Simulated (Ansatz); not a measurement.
Gas-phase electronic energies from Ansatz, PBE0-D4/def2-TZVP geometries. CCSD(T)/CBS adds triple-zeta CCSD(T) − MP2 to the extrapolated MP2 energy (def2 sets, frozen cores). This one scheme is used for every species. def2 core potentials past Kr. For Sn outer-core shells are correlated without core-valence functions, which leaves a few kJ/mol of doubt a bond. Each species was taken in one conformer, which may not be the lowest.

Consider the substitution at a C–Al bond: `C[S][Al]([CH3])[F]` + `[NH2][SnH2][F]` → `C[NH][SnH2][F]` + `C[S][AlH][F]`.

```csv
species,CCSD(T)/CBS(def2) energy (Eh)
`C[S][Al]([CH3])[F]`,-819.43373
`[NH2][SnH2][F]`,-370.95536
`C[NH][SnH2][F]`,-410.19979
`C[S][AlH][F]`,-780.15488
```

Work out ΔE.

ΔE = (-410.19979) + (-780.15488) − (-819.43373) − (-370.95536) = 0.03442 Eh = +90.4 kJ/mol.

Largest T1 diagnostic among the species: 0.013.

In def2-TZVPP, CCSD(T) changes the Hartree–Fock value by +8.2 kJ/mol (the triples alone add +0.7 kJ/mol) and MP2 by +11.7 kJ/mol.
